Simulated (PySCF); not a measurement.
Relaxation of quartet MnOBr2

Method: PySCF, UPBE0, basis Mn def2-SVP, O def2-SVP, Br def2-SVP (no relativity, density fitting). A (50,194) grid was used.

A hand-made trigonal planar start, of C2v symmetry, held to at least that symmetry:

```xyz
4
charge 0 multiplicity 4, angstrom
Mn   -0.3452   -0.5980    0.0000
O    -1.1552   -2.0010    0.0000
Br    1.9847   -0.5980    0.0000
Br   -1.5103    1.4198    0.0000
```

Optimiser trace:
| step | E − E(last) (kJ/mol) | largest gradient (Eh/bohr) |
| --- | --- | --- |
| 0 | 9.82 | 0.02575 |
| 1 | 3.06 | 0.01453 |
| 2 | 0.74 | 0.01112 |
| 3 | 0.22 | 0.00141 |
| 4 | 0.14 | 0.00072 |
| 5 | 0.02 | 0.00069 |
| 6 | 0.00 | 0.00041 |
| 7 | 0.00 | 0.00012 |

It ends at C2v with Mn–Br 2.276 Å (×2), Mn–O 1.561 Å; Br–Mn–Br 126.0°, Br–Mn–O 117.0° (×2) (after a last refinement on a finer grid). The frequency run here used a shortcut that can spoil soft modes, so no verdict on minimum or saddle point is given.

The determinant is spin-contaminated (⟨S²⟩ = 4.01, pure value 3.75). With open d or f shells other occupations or spin states may lie lower.
